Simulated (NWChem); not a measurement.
System: CH₉AlO₂Si₂; SMILES [CH3][Al]([O][SiH3])[O][SiH3]

The following NWChem deck was run.

```
start job
memory heap 200 mb stack 900 mb global 1100 mb
geometry units angstroms noautosym nocenter noautoz
  Al     0.956546    -0.018240    -0.021519
  C      2.904044     0.007731    -0.065129
  H      3.300426     1.027959    -0.088317
  H      3.282945    -0.526292    -0.944904
  H      3.319599    -0.497562     0.815421
  O      0.120890    -1.504627    -0.056720
  Si    -1.030590    -2.675516    -0.068654
  H     -1.026150    -3.394660    -1.372159
  H     -2.391069    -2.104260     0.140652
  H     -0.772257    -3.663205     1.015023
  O      0.050714     1.423110     0.054438
  Si    -1.017651     2.666219     0.131281
  H     -2.123633     2.483246    -0.849501
  H     -0.336296     3.953991    -0.176365
  H     -1.611487     2.767489     1.493245
end
basis spherical
  * library 6-311g**
end
dft
  xc b3lyp
  iterations 150
  semidirect filesize 400000000
end
property
  shielding
  efieldgrad
end
task dft property
```

Excerpt of the output:

```
             Northwest Computational Chemistry Package (NWChem) 7.3.0
             --------------------------------------------------------

                             Geometry "geometry" -> ""
                             -------------------------

 Output coordinates in angstroms (scale by  1.889725989 to convert to a.u.)

  No.       Tag          Charge          X              Y              Z
 ---- ---------------- ---------- -------------- -------------- --------------
    1 Al                  13.0000     0.95654600    -0.01824000    -0.02151900
    2 C                    6.0000     2.90404400     0.00773100    -0.06512900
    3 H                    1.0000     3.30042600     1.02795900    -0.08831700
    4 H                    1.0000     3.28294500    -0.52629200    -0.94490400
    5 H                    1.0000     3.31959900    -0.49756200     0.81542100
    6 O                    8.0000     0.12089000    -1.50462700    -0.05672000
    7 Si                  14.0000    -1.03059000    -2.67551600    -0.06865400
    8 H                    1.0000    -1.02615000    -3.39466000    -1.37215900
    9 H                    1.0000    -2.39106900    -2.10426000     0.14065200
   10 H                    1.0000    -0.77225700    -3.66320500     1.01502300
   11 O                    8.0000     0.05071400     1.42311000     0.05443800
   12 Si                  14.0000    -1.01765100     2.66621900     0.13128100
   13 H                    1.0000    -2.12363300     2.48324600    -0.84950100
   14 H                    1.0000    -0.33629600     3.95399100    -0.17636500
   15 H                    1.0000    -1.61148700     2.76748900     1.49324500

 Effective nuclear repulsion energy (a.u.)     412.2749540845

                              NWChem Property Module
                              ----------------------

  itol2e modified to match energy
  convergence criterion.

                                 NWChem DFT Module
                                 -----------------

 Summary of "ao basis" -> "ao basis" (spherical)
 ------------------------------------------------------------------------------
       Tag                 Description            Shells   Functions and Types
 ---------------- ------------------------------  ------  ---------------------
 Al                         6-311g**                12       26   6s5p1d
 C                          6-311g**                 8       18   4s3p1d
 H                          6-311g**                 4        6   3s1p
 O                          6-311g**                 8       18   4s3p1d
 Si                         6-311g**                12       26   6s5p1d

  itol2e modified to match energy
  convergence criterion.

            General Information
            -------------------
          SCF calculation type: DFT
          Wavefunction type:  closed shell.
          No. of atoms     :    15
          No. of electrons :    72
           Alpha electrons :    36
            Beta electrons :    36
          Charge           :     0
          Spin multiplicity:     1
          Use of symmetry is: off; symmetry adaption is: off
          Maximum number of iterations: 150
          AO basis - number of functions:   186
                     number of shells:    96
          Convergence on energy requested:  1.00D-07
          Convergence on density requested:  1.00D-05
          Convergence on gradient requested:  5.00D-04

              XC Information
              --------------
                         B3LYP Method XC Potential
                     Hartree-Fock (Exact) Exchange  0.200
                        Slater Exchange Functional  0.800 local
                    Becke 1988 Exchange Functional  0.720 non-local
              Lee-Yang-Parr Correlation Functional  0.810
                  VWN I RPA Correlation Functional  0.190 local

             Grid Information
             ----------------
          Grid used for XC integration:  fine
          Radial quadrature: Mura-Knowles
          Angular quadrature: Lebedev.
          Tag              B.-S. Rad. Rad. Pts. Rad. Cut. Ang. Pts.
          ---              ---------- --------- --------- ---------
          Al                  1.25      123          12.0       770
          C                   0.70       70          14.0       590
          H                   0.35       60          17.0       590
          O                   0.60       70          14.0       590
          Si                  1.10      123          15.0       770
          Grid pruning is: on
          Number of quadrature shells:  1119
          Spatial weights used:  Erf1

      Superposition of Atomic Density Guess
      -------------------------------------

 Sum of atomic energies:       -1011.26666577

      Non-variational initial energy
      ------------------------------

 Total energy =   -1013.284332
 1-e energy   =   -2219.519199
 2-e energy   =     793.959914
 HOMO         =      -0.396357
 LUMO         =      -0.043566

------------------------------------------------------------
EAF file 0: "./job.aoints.0" size=232783872 bytes
------------------------------------------------------------
               write      read    awrite     aread      wait
               -----      ----    ------     -----      ----
     calls:      444         0         0         0         0
   data(b): 2.33e+08  0.00e+00  0.00e+00  0.00e+00
   time(s): 0.00e+00  0.00e+00  0.00e+00  0.00e+00  0.00e+00
rate(mb/s): 0.00e+00  0.00e+00
------------------------------------------------------------

   convergence    iter        energy       DeltaE   RMS-Dens  Diis-err
 ---------------- ----- ----------------- --------- --------- ---------
 d= 0,ls=0.0,diis     1  -1015.5727262511 -1.43D+03  7.86D-03  2.31D+00
 d= 0,ls=0.0,diis     2  -1015.3716156810  2.01D-01  5.90D-03  3.80D+00
 d= 0,ls=0.0,diis     3  -1015.7026539391 -3.31D-01  1.13D-03  2.87D-01
 d= 0,ls=0.0,diis     4  -1015.7263550900 -2.37D-02  2.51D-04  4.86D-03
 d= 0,ls=0.0,diis     5  -1015.7267995259 -4.44D-04  9.79D-05  1.05D-03
  Resetting Diis
 d= 0,ls=0.0,diis     6  -1015.7269267593 -1.27D-04  1.98D-05  4.26D-05
 d= 0,ls=0.0,diis     7  -1015.7269314148 -4.66D-06  8.92D-06  2.30D-06
 d= 0,ls=0.0,diis     8  -1015.7269310766  3.38D-07  5.56D-06  6.22D-06
 d= 0,ls=0.0,diis     9  -1015.7269316095 -5.33D-07  8.10D-07  9.57D-08
 d= 0,ls=0.0,diis    10  -1015.7269316172 -7.75D-09  1.38D-07  1.82D-09

[...]

          -----------------------------------------
          Chemical Shielding Tensors (GIAO, in ppm)
          -----------------------------------------

                                NWChem CPHF Module
                                ------------------

  scftype          =     RHF
  nclosed          =       36
  nopen            =        0
  variables        =     5400
  # of vectors     =        3
  tolerance        = 0.10D-03
  level shift      = 0.00D+00
  max iterations   =       50
  max subspace     =       30

 SCF residual:    4.8906568701817235E-005

Iterative solution of linear equations
  No. of variables     5400
  No. of equations        3
  Maximum subspace       30
        Iterations       50
       Convergence  1.0D-04

   iter   nsub   residual    time
   ----  ------  --------  ---------
     1      3    3.66D-01     195.3
     2      6    1.41D-02     208.7
     3      9    8.01D-04     222.5
     4     12    5.42D-05     236.9

------------------------------------------------------------
EAF file 0: "./job.aoints.0" size=422576128 bytes
------------------------------------------------------------
               write      read    awrite     aread      wait
               -----      ----    ------     -----      ----
     calls:      806         0         0         0         0
   data(b): 4.23e+08  0.00e+00  0.00e+00  0.00e+00
   time(s): 0.00e+00  0.00e+00  0.00e+00  0.00e+00  0.00e+00
rate(mb/s): 0.00e+00  0.00e+00
------------------------------------------------------------

      Atom:    1  Al
        Diamagnetic
    797.9393      0.0127     -0.0596
      0.0127    800.0269      0.1689
     -0.0596      0.1689    795.5294

        Paramagnetic
   -269.5090      2.1093     -3.0577
      2.1093   -387.8876      0.4192
     -3.0577      0.4192   -404.0311

        Total Shielding Tensor
    528.4303      2.1220     -3.1173
      2.1220    412.1392      0.5881
     -3.1173      0.5881    391.4983

           isotropic =     444.0226
          anisotropy =     126.7752

          Principal Components and Axis System
                 1           2           3
              528.5394    412.1206    391.4078

      1         0.9996     -0.0174      0.0232
      2         0.0181      0.9994     -0.0307
      3        -0.0227      0.0311      0.9993

      Atom:    2  C
        Diamagnetic
    257.4913      0.5102     -0.3234
      0.5102    245.6382      0.0186
     -0.3234      0.0186    244.8046

        Paramagnetic
    -57.9749      3.4181     -0.2336
      3.4181    -37.2425      0.3413
     -0.2336      0.3413    -47.5154

        Total Shielding Tensor
    199.5163      3.9282     -0.5570
      3.9282    208.3956      0.3600
     -0.5570      0.3600    197.2892

           isotropic =     201.7337
          anisotropy =      12.2277

          Principal Components and Axis System
                 1           2           3
              209.8856    198.4044    196.9112

      1         0.3537      0.8109      0.4663
      2         0.9353     -0.3007     -0.1866
      3         0.0111     -0.5021      0.8648

      Atom:    3  H
        Diamagnetic
     31.2867      6.0607     -0.3060
      6.0607     35.5761     -0.2927
     -0.3060     -0.2927     23.2744

        Paramagnetic
      1.2308     -1.7199      0.1039
     -1.7199      1.8538      0.0946
      0.1039      0.0946      4.3976

        Total Shielding Tensor
     32.5175      4.3408     -0.2021
      4.3408     37.4299     -0.1981
     -0.2021     -0.1981     27.6720

           isotropic =      32.5398
          anisotropy =      11.1412

          Principal Components and Axis System
                 1           2           3
               39.9673     29.9886     27.6635

      1         0.5038      0.8630      0.0390
      2         0.8636     -0.5042      0.0029
      3        -0.0222     -0.0322      0.9992

      Atom:    4  H
        Diamagnetic
     30.7990     -2.8218     -5.5314
     -2.8218     26.9810      5.3067
     -5.5314      5.3067     32.3989

        Paramagnetic
      1.2445      0.8345      1.7119
      0.8345      3.7626     -1.3494
      1.7119     -1.3494      1.8566

        Total Shielding Tensor
     32.0435     -1.9874     -3.8195
     -1.9874     30.7436      3.9573
     -3.8195      3.9573     34.2555

           isotropic =      32.3475
          anisotropy =      10.5012

          Principal Components and Axis System
                 1           2           3
               39.3483     29.6168     28.0774

      1        -0.5067      0.8345     -0.2163
      2         0.4541      0.4716      0.7559
      3         0.7328      0.2848     -0.6179

      Atom:    5  H
        Diamagnetic
     31.2331     -2.9027      5.6712
     -2.9027     26.6610     -4.9762
      5.6712     -4.9762     32.2788

        Paramagnetic
      1.1018      0.8547     -1.7231
      0.8547      3.8219      1.3111
     -1.7231      1.3111      1.8724

        Total Shielding Tensor
     32.3348     -2.0480      3.9481
     -2.0480     30.4829     -3.6651
      3.9481     -3.6651     34.1512

           isotropic =      32.3230
          anisotropy =      10.4055

          Principal Components and Axis System
                 1           2           3
               39.2600     29.5519     28.1570

      1         0.5398      0.8220     -0.1813
      2        -0.4285      0.4537      0.7814
      3         0.7246     -0.3441      0.5972

      Atom:    6  O
        Diamagnetic
    397.9168     24.3945      0.3612
     24.3945    410.9158      0.5808
      0.3612      0.5808    377.6471

        Paramagnetic
   -108.7824    -15.4324      0.1616
    -15.4324   -121.7674     -1.7434
      0.1616     -1.7434    -65.6222

        Total Shielding Tensor
    289.1344      8.9621      0.5228
      8.9621    289.1484     -1.1626
      0.5228     -1.1626    312.0249

           isotropic =     296.7692
          anisotropy =      22.9722

          Principal Components and Axis System
                 1           2           3
              312.0840    298.0889    280.1347

      1         0.0035      0.7080      0.7062
      2        -0.0493      0.7055     -0.7070
      3         0.9988      0.0323     -0.0374

      Atom:    7  Si
        Diamagnetic
    880.5354      5.1448      0.0624
      5.1448    882.0701      0.1023
      0.0624      0.1023    875.6250

        Paramagnetic
   -474.5530     57.4940      1.4602
     57.4940   -468.4881      0.2319
      1.4602      0.2319   -524.9386

        Total Shielding Tensor
    405.9824     62.6389      1.5226
     62.6389    413.5819      0.3341
      1.5226      0.3341    350.6863

           isotropic =     390.0836
          anisotropy =     123.6993

          Principal Components and Axis System
                 1           2           3
              472.5498    350.8740    346.8269

      1         0.6854      0.1553      0.7114
      2         0.7281     -0.1603     -0.6664
      3         0.0106      0.9748     -0.2230

      Atom:    8  H
        Diamagnetic
     24.6583      1.7693      0.8287
      1.7693     29.3373      6.4573
      0.8287      6.4573     33.3165

        Paramagnetic
      0.1352      0.3862      0.1318
      0.3862     -1.6521     -3.0542
      0.1318     -3.0542     -5.9746

        Total Shielding Tensor
     24.7935      2.1555      0.9604
      2.1555     27.6852      3.4031
      0.9604      3.4031     27.3419

           isotropic =      26.6069
          anisotropy =       7.5661

          Principal Components and Axis System
                 1           2           3
               31.6509     24.8352     23.3344

      1         0.3117     -0.6586      0.6849
      2         0.7107     -0.3169     -0.6281
      3         0.6307      0.6825      0.3693

      Atom:    9  H
        Diamagnetic
     37.0450     -2.1061     -1.7742
     -2.1061     26.8705      0.5611
     -1.7742      0.5611     23.1356

        Paramagnetic
     -6.0005      2.8119      0.9774
      2.8119     -1.5372     -0.4526
      0.9774     -0.4526     -0.0061

        Total Shielding Tensor
     31.0445      0.7058     -0.7968
      0.7058     25.3332      0.1086
     -0.7968      0.1086     23.1295

           isotropic =      26.5024
          anisotropy =       7.0545

          Principal Components and Axis System
                 1           2           3
               31.2054     25.2659     23.0359

      1         0.9885     -0.1084      0.1056
      2         0.1170      0.9900     -0.0793
      3        -0.0960      0.0907      0.9912

      Atom:   10  H
        Diamagnetic
     24.7533      0.2830      0.9519
      0.2830     32.3208     -6.9711
      0.9519     -6.9711     30.2335

        Paramagnetic
     -0.1493      1.2427     -1.0628
      1.2427     -3.1285      3.5211
     -1.0628      3.5211     -4.2085

        Total Shielding Tensor
     24.6040      1.5257     -0.1109
      1.5257     29.1923     -3.4500
     -0.1109     -3.4500     26.0250

           isotropic =      26.6071
          anisotropy =       7.5841

          Principal Components and Axis System
                 1           2           3
               31.6632     24.8451     23.3131

      1         0.1888      0.8052     -0.5621
      2         0.8360      0.1686      0.5222
      3        -0.5153      0.5685      0.6413

      Atom:   11  O
        Diamagnetic
    396.5842    -24.6054     -1.4290
    -24.6054    412.1350      1.9544
     -1.4290      1.9544    377.7022

[...]
```

Level: B3LYP/6-311G** (spherical d), GIAO. All runs use the structure optimised with B3LYP/6-31G* (spherical d). B3LYP is NWChem's, with the RPA form of VWN correlation. NWChem prints the field gradient with the sign opposite to the second derivative of the potential. The printed shielding anisotropy is the first printed principal value minus the mean of the other two.
